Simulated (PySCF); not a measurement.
SiSe at M06-2X

Level: M06-2X. PySCF, spin-free X2C with a Gaussian nucleus, basis sets Si x2c-TZVPPall, Se x2c-TZVPPall.

```json
{
 "state": "¹Σ⁺ (singlet), closed shell",
 "bond length": "2.056 Å",
 "harmonic wavenumber": "601 cm⁻¹",
 "force constant": "4.40 mdyn/Å",
 "rotational constant Be": "0.1924 cm⁻¹",
 "anharmonicity ωexe": "1.40 cm⁻¹",
 "vibration–rotation constant αe": "0.000687 cm⁻¹",
 "well depth De to Si + Se": "5.43 eV",
 "dissociation energy D0": "5.39 eV",
 "HOMO–LUMO gap": "7.08 eV",
 "bond order (Mayer)": "2.41",
 "dipole moment (positive dipole means Si(−)Se(+))": "-1.70 D"
}
```
